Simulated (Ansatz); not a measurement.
A single point on H5PSSi2 (`S[SiH]1[SiH2]P1`).

```yaml
crystal:
  periodic: [false, false, false]
  atoms:
    - {symbol: S, position_ang: [-2.312098, 1.066896, -0.118950]}
    - {symbol: Si, position_ang: [-0.259430, 0.734759, 0.318921]}
    - {symbol: Si, position_ang: [0.377756, -1.431381, 0.401501]}
    - {symbol: P, position_ang: [0.961769, -0.138791, -1.390171]}
    - {symbol: H, position_ang: [-2.097696, 2.057679, -1.003863]}
    - {symbol: H, position_ang: [0.400122, 1.793761, 1.118053]}
    - {symbol: H, position_ang: [1.479061, -1.894208, 1.276483]}
    - {symbol: H, position_ang: [-0.615391, -2.484847, 0.093013]}
    - {symbol: H, position_ang: [2.154609, 0.249932, -0.711888]}
basis:
  gaussian: {orbitals: def2-TZVPP}
hamiltonian: {xc: pbe}
correlation: {method: rpa}
```

```sh
$ ansatz run in.yaml --threads 2 --pin off --events-out ev --progress --plain --max-ram 4352MiB
```

Output, abridged:

```
Functional definition: PBE
1354 factors; integrals over basis functions are off by at most 9.6e-4 eV
mean field evaluation 1: about -35942.7543 eV, gradient 2.7e1 eV
mean field evaluation 2: about -35942.7372 eV, gradient 2.7e1 eV
mean field evaluation 4: about -35945.1584 eV, gradient 7.4e0 eV
mean field evaluation 8: about -35945.3076 eV, gradient 7.3e-1 eV
mean field evaluation 16: about -35945.3094 eV, gradient 1.7e-4 eV
mean field -35945.30943868 eV, -1320.9657572657 hartree, gradient 6.4e-6 eV, S^2 0.000000; 0 other end points of the search recorded, 0 dependent functions left out
20 core orbitals not correlated: weight in the atoms' cores, before any rotation towards them, 1.000 or more for the frozen orbitals, at most 0.000 for the correlated occupied ones
reference -35892.80328387 eV, -1319.0361916665 hartree; 12, 12 occupied and 206, 206 virtual orbitals, 1354 factors
Total energy: -35921.05650491 eV, -1320.0744783888 hartree
```

Hardware: 2 threads of an Intel Xeon 6975P-C on a shared host. Wall time 3.8 s, peak host memory 0.51 GiB.
